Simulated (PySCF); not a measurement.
**Interval between two levels of Ru³⁺ by level of theory**

Ru³⁺ [Kr] 4d5 [6S5/2, M_J = 5/2] → Ru³⁺ [Kr] 4d4 5p1 [6F11/2, M_J = 11/2], as a difference of total energies. Calculation: PySCF 2.14, in x2c-TZVPall-2c; the two-component X2C-1e Hamiltonian. Correlated levels: [Ar] 3d10 frozen; the 6 highest virtual spinors dropped. "Screened" scales the spin-orbit matrix elements by Boettger's factors to mimic the two-electron term; Breit and QED terms are absent.

```json
{"method": "GHF (spin-free)", "interval between two levels (cm⁻¹)": "143940"}
{"method": "GMP2 (spin-free)", "interval between two levels (cm⁻¹)": "143620"}
{"method": "GHF (screened spin-orbit)", "interval between two levels (cm⁻¹)": "146490"}
{"method": "GMP2 (screened spin-orbit)", "interval between two levels (cm⁻¹)": "146280"}
```

The labels give the starting determinants; with spin-orbit coupling the two ends relaxed to ⟨J²⟩ = 8.75, ⟨L²⟩ = 0.02, ⟨S²⟩ = 8.73 and ⟨J²⟩ = 35.76, ⟨L²⟩ = 12.10, ⟨S²⟩ = 8.71.
